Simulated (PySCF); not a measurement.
Ga(F)(NH2)2 (FGaH₄N₂), SMILES [NH2][Ga]([NH2])[F].

Coordinates come from a PBE0-D3(BJ)/def2-SVP optimisation. The structure was generated by enumeration; whether it is a known compound was not checked. The values are those of a single conformer.

Calculation: PySCF 2.14.0 with C-PCM-M06-2X/def2-SVP.

The values are the electrostatic part of the solvation free energy, E(continuum) − E(gas) at the gas-phase geometry, in a cavity of scaled van der Waals radii (PySCF's table); cavitation and dispersion terms are not included. A continuum can't describe solvent molecules that bind to the metal. In vacuum the orbital gap is 9.22 eV. The dipole moment in vacuum is 2.95 D.

Computed values in water (ε = 78.36), n-hexane (ε = 1.88), 2-propanol (ε = 19.26):
| solvent | ε | ΔG(elec) (kcal/mol) | dipole (D) | gap (eV) |
|---|---|---|---|---|
| water | 78.36 | -8.3 | 3.43 | 9.21 |
| n-hexane | 1.88 | -3.8 | 3.16 | 9.22 |
| 2-propanol | 19.26 | -8.0 | 3.41 | 9.21 |
